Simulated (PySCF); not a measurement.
# Computed beside measured shifts

System: Dihexylphosphine oxide (C12H27OP), SMILES CCCCCC[PH](=O)CCCCCC.

Atom-mapped SMILES (hydrogens are numbered by the atom that bears them): [CH3:1][CH2:2][CH2:3][CH2:4][CH2:5][CH2:6][PH:7](=[O:8])[CH2:9][CH2:10][CH2:11][CH2:12][CH2:13][CH3:14]

Computed with GIAO KT3/pcSseg-2, gas phase, PySCF SCF with an in-house response code, fitting set def2-universal-JFIT, grid level 2, non-relativistic, geometry: PBE0-D3(BJ)/def2-SVP.

One optimised conformer. Values are averaged over the atoms that symmetry or fast rotation interchanges, on this one geometry and without vibrational averaging. Shifts are the reference shielding less the shielding here, at the same level (13C, 1H against isolated TMS; 17O against isolated H2O; 31P against isolated H3PO4); nuclei without a reference have shieldings only.

(1) What shifts does this level give for P7, and how do they compare with measurement?

## Answers

(1) 
```
atom  nucleus  computed / ppm  measured / ppm  computed less measured  measured against  medium of the measurement
  P7      31P             3.4            35.0                   -31.6        85 % H3PO4                      CDCl3
```

Computed 19F and 31P shifts carry an offset from the reference molecule (CFCl3 is hard for DFT, lone H3PO4 or PH3 isn't the 85 % acid), so differences between compounds are more accurate than the values.

Measured values: supporting information or article, doi 10.1039/d3gc01579c.
